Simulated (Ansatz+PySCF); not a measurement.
## quintet MoO: levels of theory in one basis

```xyz
2

Mo    0.0000    0.0000    0.0000
O     0.0000    0.0000    1.7000
```

Basis set: def2-SVP (spherical functions, with the set's core potentials past Kr). Frozen core: 1 orbital. Correlation on ROHF uses semicanonical orbitals with singles. Charge 0, multiplicity 5.

Computed with Ansatz (development build ahead of 0.2.0); each method stands on the lowest determinant of its kind that the runs found.

```json
{"method": "ROHF", "E − E(ROHF) (eV)": "0.00", "<S²> of the determinant": "6.00"}
{"method": "UHF", "E − E(ROHF) (eV)": "-0.58", "<S²> of the determinant": "6.54"}
{"method": "ROHF-MP2", "E − E(ROHF) (eV)": "-8.93", "<S²> of the determinant": "–"}
```

Task: What does UHF-MP2 give on the same scale?

Result: -7.83 eV.

Task: Is a single determinant a sound starting point here?

Result: It is doubtful. Unrestricted orbitals lower Hartree–Fock by 0.58 eV and <S²> is 6.54 where a pure state has 6.00, a sign of strong static correlation.

Caution for UHF, UHF-MP2: the unrestricted determinant is spin contaminated.
